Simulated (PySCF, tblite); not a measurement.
Isomers of C6H9O2P. Calculated harmonic vibrations of the isolated species, GFN2-xTB (tblite), most abundant isotopes, no scaling. The method is semi-empirical: single wavenumbers can be off by several per cent or more. One conformer each.

Electronic energies: PBE0/pcSseg-1 single points on the GFN2-xTB geometries (PySCF, gas phase).

```
                SMILES  electronic energy, lowest = 0 (kcal/mol)
      CP(C)(=O)c1ccoc1                                       0.0
   C#CC[P@](=O)(O)CC=C                                      35.7
C#CC[P@@](=O)(O)C(=C)C                                      34.9
CC(=O)[P@@]1(=O)C=CCC1                                       8.0
         CP(CO)c1ccoc1                                      30.4
         CP(CO)c1ccco1                                      28.5
```

**Question.** How do GFN2-xTB zero-point energies change the relative energies?

**Answer.** 
```tsv
SMILES	ZPE (kcal/mol)	of it from modes above 1550 cm⁻¹	electronic (kcal/mol)	with ZPE, lowest = 0 (kcal/mol)	lowest mode (cm⁻¹)	rings
CP(C)(=O)c1ccoc1	85.8	41.7	0.0	0.0	43	1
CC(=O)[P@@]1(=O)C=CCC1	86.0	43.6	8.0	8.2	31	1
CP(CO)c1ccco1	86.1	42.2	28.5	28.8	24	1
CP(CO)c1ccoc1	86.0	42.1	30.4	30.7	31	1
C#CC[P@@](=O)(O)C(=C)C	83.4	45.9	34.9	32.5	32	0
C#CC[P@](=O)(O)CC=C	83.3	46.0	35.7	33.3	38	0
```

The zero-point energies span 2.8 kcal/mol, from `C#CC[P@](=O)(O)CC=C` to `CP(CO)c1ccco1`. The order is unchanged.

**Question.** And how do the electronic energies of GFN2-xTB itself compare?

**Answer.** `CP(C)(=O)c1ccoc1` 0.0; `CC(=O)[P@@]1(=O)C=CCC1` 18.0; `CP(CO)c1ccco1` 43.0; `CP(CO)c1ccoc1` 45.4; `C#CC[P@@](=O)(O)C(=C)C` 33.8; `C#CC[P@](=O)(O)CC=C` 36.0 kcal/mol, lowest = 0. Against the energies above, taken from the same isomer `CP(C)(=O)c1ccoc1`, the largest difference is 15.0 kcal/mol.

**Question.** What do entropy and thermal enthalpy add at 298.15 K and 1 bar (rigid rotor, harmonic oscillator, one conformer each)?

**Answer.** 
| SMILES | point group | symmetry number | S (cal/(mol K)) | H − H(0) (kcal/mol) | ZPE + H − H(0) − TS (kcal/mol) |
| --- | --- | --- | --- | --- | --- |
| CP(C)(=O)c1ccoc1 | Cs | 1 | 98.9 | 6.97 | 63.2 |
| CC(=O)[P@@]1(=O)C=CCC1 | C1 | 1 | 100.2 | 6.98 | 63.1 |
| CP(CO)c1ccoc1 | C1 | 1 | 99.9 | 6.96 | 63.2 |
| C#CC[P@@](=O)(O)C(=C)C | C1 | 1 | 107.1 | 8.04 | 59.5 |
| C#CC[P@](=O)(O)CC=C | C1 | 1 | 107.7 | 7.94 | 59.2 |

Not tabulated: `CP(CO)c1ccco1` (lowest mode only 24 cm⁻¹).
